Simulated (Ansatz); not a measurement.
Computed with Ansatz.

A structure relaxed at PBE0-D4/def2-TZVP, charge 0, multiplicity 1:

```tsv
atom	x (Å)	y (Å)	z (Å)
O1	-0.213	1.855	0.145
C2	0.688	1.301	-0.452
N3	0.844	-0.043	-0.441
Si4	-0.307	-0.988	0.502
O5	-1.845	-0.697	0.039
H6	1.434	1.861	-1.042
H7	1.586	-0.431	-1.001
H8	-0.002	-2.401	0.189
H9	-0.082	-0.683	1.933
H10	-2.102	0.226	0.126
```

Problem. Give its formula and SMILES.

Solution. CH5NO2Si, `O=CN[SiH2]O`.

Problem. Summarise the bond lengths by kind.

Solution. 1 × C–O 1.215 Å; 1 × C–N 1.353 Å; 1 × C–H 1.104 Å; 1 × N–Si 1.763 Å; 1 × H–N 1.008 Å; 1 × O–Si 1.632 Å; 2 × H–Si 1.479 to 1.480 Å; 1 × H–O 0.962 Å.
